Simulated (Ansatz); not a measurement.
The same substitution along the group F, Cl, I.

Program: Ansatz. Geometries: PBE0-D4/def2-TZVP. ΔE: electronic, gas phase. CCSD(T)/CBS adds triple-zeta CCSD(T) − MP2 to the extrapolated MP2 energy (def2 sets, frozen cores). This one scheme is used for every species. Functionals use def2-TZVPP. def2 core potentials past Kr. For I, Te outer-core shells are correlated without core-valence functions, which leaves a few kJ/mol of doubt a bond. One conformer a species, not always the lowest.

| reaction | revPBE-D4 (kcal/mol) | B97M-V (kcal/mol) | PBE0-D4 (kcal/mol) |
| --- | --- | --- | --- |
| `FC[TeH]` + H₂S → `SC[TeH]` + H–F | -9.3 | -6.7 | -9.3 |
| `ClC[TeH]` + H₂S → `SC[TeH]` + HCl | -5.3 | -5.1 | -5.3 |
| `[TeH]CI` + H₂S → `SC[TeH]` + HI | 0.0 | 0.0 | -0.1 |

**Question.** Give the CCSD(T)/CBS values in the same order. (Best estimate.)

**Answer.** Ansatz gave: -11.4, -5.3, 1.8 kcal/mol.

Largest T1 diagnostic: 0.011, for `FC[TeH]`.
